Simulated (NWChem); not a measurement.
Molecule: C3H7N; SMILES C1CCN1

```xyz
11

C     -0.1001     1.0742     0.0000
C      0.0794    -0.0406     1.0452
N     -0.2207    -1.0200     0.0000
C      0.0794    -0.0406    -1.0452
H      0.6280     1.8968     0.0000
H     -1.1179     1.4890     0.0000
H     -0.6056    -0.0501     1.9107
H      1.1190    -0.0767     1.4298
H      0.3254    -1.8778     0.0000
H      1.1190    -0.0767    -1.4298
H     -0.6056    -0.0501    -1.9107
```
Atoms are numbered in this order, from 1.

Level: PBE0/def2-SVP (NWChem), optimised geometry, unscaled harmonic frequencies. 

**Question.** List the harmonic frequencies with IR intensities, and the thermochemistry.

**Answer.** 
```tsv
frequency (cm⁻¹)	IR intensity (km/mol)
212	2.7
637	72.5
749	35.0
844	0.1
930	20.1
958	0.5
980	1.7
1067	5.3
1092	8.5
1135	18.6
1163	5.0
1198	0.0
1209	0.2
1267	6.8
1277	7.7
1364	0.2
1394	22.9
1458	4.1
1489	2.3
1522	1.8
2995	98.9
3002	67.7
3080	37.8
3081	50.2
3106	25.8
3174	18.1
3576	2.7
```

```json
{
  "zero_point_energy": "62.8 kcal/mol",
  "thermal correction to the enthalpy at 298.15 K (with zero-point energy)": "65.9 kcal/mol",
  "heat capacity Cv": "13.6 cal/(mol K)",
  "entropy at 298.15 K and 1 atm (symmetry number 1)": "65.1 cal/(mol K)",
  "dipole_moment": "1.16 D"
}
```

Rigid rotor and harmonic oscillator.
